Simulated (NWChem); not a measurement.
System: C2H4BFO2; SMILES CB(F)OC=O

```xyz
10

C     -1.5489     0.6863     0.0000
B     -0.0019     0.8477     0.0000
F      0.5712     2.0412     0.0000
O      0.9336    -0.1792     0.0000
C      0.6770    -1.4998     0.0000
O     -0.3997    -2.0116     0.0000
H     -1.8743     0.0996    -0.8734
H     -2.0583     1.6594     0.0000
H     -1.8743     0.0996     0.8734
H      1.6353    -2.0599     0.0000
```
Atoms are numbered in this order, from 1.

Program: NWChem. Medium grid unless said otherwise, to which SCAN and Minnesota functionals are sensitive. Structure relaxed at the PBE0/def2-SVP level. Total energies of different functionals are on different scales.

```csv
level,energy (Ha),highest occupied level (eV),orbital gap (eV),dipole (D)
PBE/def2-TZVP,-353.6364,-7.02,4.93,0.30
B3LYP/def2-TZVP,-354.0407,-8.48,7.24,0.39
BLYP/def2-TZVP,-353.9590,-6.95,4.97,0.33
M06-2X/def2-TZVP,-353.9009,___,___,0.43
Hartree-Fock/def2-TZVP,-352.1961,-13.05,16.17,0.63
PW6B95/def2-TZVP,-354.4406,-8.91,7.99,0.39
```

Task: Fill in the missing entries.

Result: 
- M06-2X/def2-TZVP, highest occupied level (eV): -10.47
- M06-2X/def2-TZVP, orbital gap (eV): 10.58
